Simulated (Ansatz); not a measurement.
Reaction (redistribution): `[CH3][AlH][O]BN` + `F[SiH2]S[SiH3]` → `B[O][AlH][CH3]` + `N[SiH2]S[SiH2]F`

Program: Ansatz. Geometries: PBE0-D4/def2-TZVP. ΔE: electronic, gas phase. CBS: MP2 limit from def2 TZ/QZ plus the TZ coupled-cluster correction, frozen cores. This one scheme is used for every species. One conformer a species, not always the lowest.

`[CH3][AlH][O]BN`:

Z-matrix (Å, degrees):
```
C
Al 1 1.943
H 1 1.095 2 110.9
H 1 1.092 2 112.5 3 -121.1
H 1 1.095 2 110.9 3 117.8
O 2 1.679 1 119.9 3 123.7
H 2 1.584 1 123.3 3 -57.8
B 6 1.353 2 170.5 1 -89.8
N 8 1.403 6 121.3 2 -179.7
H 8 1.205 6 120.5 2 0.4
H 9 1.006 8 123.1 6 0.5
H 9 1.003 8 122.4 6 179.8
```

`F[SiH2]S[SiH3]`:

```xyz
9

F    -1.809    0.964    0.945
Si   -1.597   -0.102   -0.227
S    -0.014   -1.429    0.222
Si    1.609   -0.023    0.219
H    -2.819   -0.927   -0.338
H    -1.316    0.675   -1.454
H     2.824   -0.781   -0.164
H     1.791    0.572    1.564
H     1.331    1.051   -0.768
```

`B[O][AlH][CH3]`:

Cartesian coordinates in Å:
```
B 1.032 -1.092 1.896
O 0.198 -0.711 0.931
Al -0.861 -0.229 -0.295
C -0.309 1.171 -1.518
H 1.817 -1.983 1.689
H 0.995 -0.542 2.967
H -2.248 -0.985 -0.338
H 0.684 1.561 -1.284
H -1.015 2.007 -1.498
H -0.293 0.804 -2.550
```

`N[SiH2]S[SiH2]F`:

Z-matrix (Å, degrees):
```
Si
S 1 2.166
N 1 1.706 2 117.0
H 1 1.480 2 103.0 3 -119.3
H 1 1.481 2 107.8 3 120.8
Si 2 2.107 1 97.8 3 -78.9
H 3 1.008 1 120.5 2 -65.8
H 3 1.008 1 119.8 2 79.2
F 6 1.598 2 111.7 1 -84.8
H 6 1.484 2 110.8 1 33.6
H 6 1.479 2 108.4 1 156.9
```

```
          species  CCSD(T)/CBS(def2) energy (Eh)
`[CH3][AlH][O]BN`                     -439.10636
 `F[SiH2]S[SiH3]`                    -1078.84190
 `B[O][AlH][CH3]`                     -383.73557
`N[SiH2]S[SiH2]F`                    -1134.19017
```

**Question.** Work out ΔE.

**Answer.** ΔE = (-383.73557) + (-1134.19017) − (-439.10636) − (-1078.84190) = 0.02252 Eh = +59.1 kJ/mol.

Largest T1 diagnostic among the species: 0.013.

The D4 term adds −3.2 kJ/mol with B3LYP and −1.8 kJ/mol with PBE0; it sums over pairs of atoms, weighted by their polarisabilities, and B3LYP, whose exchange is more repulsive, gets the larger term.

B3LYP here is the variant with VWN-RPA as its local correlation; programs differ in this.
